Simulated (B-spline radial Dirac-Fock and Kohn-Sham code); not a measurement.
ΔSCF core binding energies without Breit or QED terms, calculated with a radial atomic solver.

A sound run for atomic boron, [He] 2s2 2p1: The ground state converged in 10 iterations, with total energy -24.53655 Ha, virial ratio 1.99939 and highest orbital energy -8.43 eV. ΔSCF binding energies: K (1s) 200.9 eV. Holes are computed only in closed shells, and unreliable hole states are left out.

A second run, with one unsound setting: The ground state converged in 10 iterations, with total energy -24.52126 Ha, virial ratio 2.00062 and highest orbital energy -8.43 eV. ΔSCF binding energies: K (1s) 200.7 eV. Holes are computed only in closed shells, and unreliable hole states are left out.

```
iter   energy (Ha)        error
   1      -23.98683990  1.86e-01
   2      -24.50376449  1.85e-02
   3      -24.51701557  7.19e-03
   4      -24.52007279  3.09e-03
   5      -24.52117878  1.34e-03
   6      -24.52124602  4.05e-04
   7      -24.52125552  7.69e-05
   8      -24.52125573  5.22e-06
   9      -24.52125573  4.90e-07
  10      -24.52125573  2.24e-09
```

Q: Which fault fits the second run best?
A. overfilled shell
B. tolerance below the noise
C. unbound anion
D. nuclear radius in wrong units

A: D. The input had radius_factor = 100.0: radius_factor inflates the nucleus far beyond its size, which weakens the binding of the inner electrons.
